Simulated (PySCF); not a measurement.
From one molecule to another.

First species: C₈H₉FOSi.
InChI=1S/C8H9FOSi/c1-5-2-3-7(11)6(4-5)8(9)10/h2-4H,1,11H3

Second species: C6H10FPSSi.
SMILES with atom numbers: `[CH3:1][Si:2]([CH3:3])([CH3:4])[c:5]1[p:6][c:7]([F:8])[cH:9][s:10]1` (hydrogens: H11, H12, H13 on C1; H14, H15, H16 on C3; H17, H18, H19 on C4; H20 on C9)

Levels: PBE0/pcSseg-1 for dipole moment, HOMO energy, LUMO energy and HOMO–LUMO gap; GFN2-xTB for rotational constant A and rotational constant C. Geometries: GFN2-xTB. Each structure is a single optimised conformer of the isolated species, non-relativistic unless stated. Electronic properties by PySCF.

The conformers computed, where there is a choice (atom-mapped SMILES and torsion angles):
- `[CH3:1][c:2]1[cH:3][cH:4][c:5]([SiH3:6])[c:7]([C:8](=[O:9])[F:10])[cH:11]1`: C5–C7–C8–O9 0°
- `[CH3:1][Si:2]([CH3:3])([CH3:4])[c:5]1[p:6][c:7]([F:8])[cH:9][s:10]1`: C1–Si2–C5–P6 -118°

```
             property   column X   column Y
        dipole moment     4.31 D     2.39 D
          HOMO energy   -7.71 eV   -7.15 eV
          LUMO energy   -2.14 eV   -1.66 eV
        HOMO–LUMO gap    5.57 eV    5.49 eV
rotational constant A  1.388 GHz  1.523 GHz
rotational constant C  0.508 GHz  0.458 GHz
```

Q: Which column belongs to which species?

A: Column X is the first species and column Y the second. The first has 20 atoms and 88 electrons, the second 20 and 100.

Q: How does each property change from the first species to the second?

A: dipole moment -1.92 D; HOMO energy +0.56 eV; LUMO energy +0.48 eV; HOMO–LUMO gap -0.08 eV; rotational constant A +0.135 GHz; rotational constant C -0.050 GHz.

On the first: In atomic units the dipole is 1.69 e·bohr (1 au = 2.5417 D).

On the second: In atomic units the dipole is 0.94 e·bohr (1 au = 2.5417 D).
